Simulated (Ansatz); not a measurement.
**Reading a saddle point**

A first-order saddle point of GaH₂Cl₃, closed shell, PBE0-D4/def2-TZVP, with one imaginary mode of 1002i cm⁻¹:

```
atom    x (Å)    y (Å)    z (Å)
 Ga1  -0.3183   0.3338  -0.2651
  H2   1.3458   0.0706  -0.3660
 Cl3  -1.4197  -0.4705  -1.8873
 Cl4  -0.8496   2.1376   0.7123
  H5   1.1121  -0.6816   0.4400
 Cl6   0.1296  -1.3899   1.3661
```

Program: Ansatz 0.2.0. Basis: def2-TZVPP and def2-QZVPP. Cores are frozen in the correlated methods. Filled d shells of the heavier atoms are correlated. The def2 sets are not built for correlating such inner shells, so the correlated values are less sure here. Extrapolation: Hartree–Fock as exp(−7.88 √X), correlation as X^−2.97.

**Question.** Which contacts change along the imaginary mode, and what lies on either side? (Judge from chemistry; the calculation decides.)

**Answer.** Computed: The step is GaHCl₂ ([Cl][GaH][Cl]) + HCl → GaCl₃ ([Cl][Ga]([Cl])[Cl]) + H₂, with the molecules in contact on both sides. Shortening one way: Ga1–Cl6, H2–H5; lengthening the same way: Ga1–H2, H5–Cl6.
```json
{"pair": "Ga1–Cl6", "one side (Å)": "2.72", "saddle (Å)": "2.42", "other side (Å)": "2.12"}
{"pair": "H2–H5", "one side (Å)": "3.74", "saddle (Å)": "1.13", "other side (Å)": "0.75"}
{"pair": "Ga1–H2", "one side (Å)": "1.55", "saddle (Å)": "1.69", "other side (Å)": "2.59"}
{"pair": "H5–Cl6", "one side (Å)": "1.29", "saddle (Å)": "1.52", "other side (Å)": "3.11"}
```

**Question.** Which side is lower, and how far does the saddle lie above each? (To be estimated.)

**Answer.** By the calculation: The side with Ga1–Cl6, H2–H5 short is lower by 14.93 kcal/mol; the saddle lies 34.17 kcal/mol above it and 19.24 kcal/mol above the other (CCSD(T) at an estimated basis limit (MP2 extrapolated from triple and quadruple zeta, plus CCSD(T) − MP2 in triple zeta); electronic energies).

No T1 diagnostic of these runs exceeds 0.012.

Labels in which every atom is bracketed show which atoms are joined, not bond orders.

For scale, one of the runs: CCSD(T)/def2-TZVPP, 202 basis functions, launched by `ansatz run in.yaml --threads 4 --pin off --events-out ev --progress --plain --max-ram 9574MiB`. Hardware: 4 CPU threads of an Arm Neoverse V2, shared host. Wall time 50 s; peak host memory 2.3 GiB.
